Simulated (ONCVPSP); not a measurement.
**Configuration tests for N (Z = 7) (ONCV)**

N, optimised norm-conserving Vanderbilt (ONCV), made with ONCVPSP 4.0.1 (PBE, scalar-relativistic). Core [He], reference 2s2 2p2 (charge +1). Waves: 2s: rc 0.80 bohr, ncon 5, nbas 10, qcut 6.8 1/bohr, 2 projectors, debl 2.8 Ha; 2p: rc 1.75 bohr, ncon 3, nbas 7, qcut 7.1 1/bohr, 2 projectors, debl 2.7 Ha. Local part: polynomial inside 0.60 bohr (lpopt 5, dvloc0 3 Ha). Core correction: Teter function fitted to the true core (icmod 2), fcfact 0.55.

Energies are relative to the spin-unpolarised reference configuration 2s2 2p2; without spin polarisation the order of configurations can differ from experiment.

| valence configuration | charge | ΔE all-electron (eV) | error AE − PS (meV) |
| --- | --- | --- | --- |
| 2s2 2p3 | 0 | -13.591 | +45 |
| 2s2 2p1 | +2 | 28.854 | +153 |
| 2s2 2p0 | +3 | 75.935 | +969 |
| 2s2 2p2.5 | +0.5 | -8.498 | +17 |

Levels in the configuration 2s2 2p3:

```tsv
level	all-electron (eV)	pseudo (eV)
2s	-18.583	-18.559
2p	-7.090	-7.144
```
